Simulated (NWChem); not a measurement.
Molecule: C$_{5}$H$_{5}$F; SMILES C(=C)=C(C=C)F

```xyz
11

C      0.4004    -2.5923     0.0000
C      0.0927    -1.3236     0.0000
C     -0.1859    -0.0328     0.0000
F     -1.4650     0.3741     0.0000
C      0.8024     1.0349     0.0000
C      0.4853     2.3353     0.0000
H      0.5335    -3.1511     0.9351
H      0.5335    -3.1511    -0.9351
H      1.8457     0.7071     0.0000
H     -0.5570     2.6622     0.0000
H      1.2620     3.1027     0.0000
```
Atoms are numbered in this order, from 1.

The geometry was optimised at PBE0/def2-SVP.

**Question.** Give the principal values of the shielding tensors (ppm) of C1, C2, C3, F4, C5 from LDA (Slater exchange, VWN5)/pcSseg-1, GIAO (NWChem), with their diamagnetic and paramagnetic parts as GIAO splits them.

**Answer.** 
```csv
atom,σ11,σ22,σ33,isotropic,diamagnetic,paramagnetic
C1,-6.2,83.1,161.6,79.5,262.4,-182.9
C2,-83.0,-59.6,-0.1,-47.5,261.0,-308.5
C3,-20.2,22.6,80.0,27.5,249.4,-221.9
F4,235.3,335.2,399.7,323.4,477.9,-154.5
C5,-72.7,53.3,139.5,40.0,258.1,-218.1
```
